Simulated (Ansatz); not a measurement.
An input meant for (HZn-mu-F)2 (Zn2H2F2) (charge 0, singlet).

```yaml
crystal:
  periodic: [false, false, false]
  atoms:
    - {symbol: Zn, position_ang: [1.448280, 0.102752, 0.218775]}
    - {symbol: Xx, position_ang: [2.944080, 0.210906, 0.444135]}
    - {symbol: F, position_ang: [-0.105024, -0.700227, 1.025720]}
    - {symbol: Zn, position_ang: [-1.448557, -0.102048, -0.217800]}
    - {symbol: H, position_ang: [-2.944812, -0.205777, -0.441511]}
    - {symbol: F, position_ang: [0.106034, 0.694383, -1.029319]}
basis:
  gaussian: {orbitals: def2-TZVP}
hamiltonian: {xc: {name: r2SCAN}}
scf: {omitted_lower_state_checks: [starts]}
```

```sh
$ ansatz run in.yaml --threads 2 --pin off --events-out ev --progress --plain --max-ram 4352MiB
```

It prints (some lines left out):

```
Error: YAML parse error: error: line 5 column 16: `Xx` is not an element symbol (H … Og, case-exact)
 --> <input>:5:16
3 |   atoms:
4 |     - {symbol: Zn, position_ang: [1.448280, 0.102752, 0.218775]}
5 |     - {symbol: Xx, position_ang: [2.944080, 0.210906, 0.444135]}
6 |     - {symbol: F, position_ang: [-0.105024, -0.700227, 1.025720]}
7 |     - {symbol: Zn, position_ang: [-1.448557, -0.102048, -0.217800]}
```

In this input an element symbol is wrong. The program refused the input.
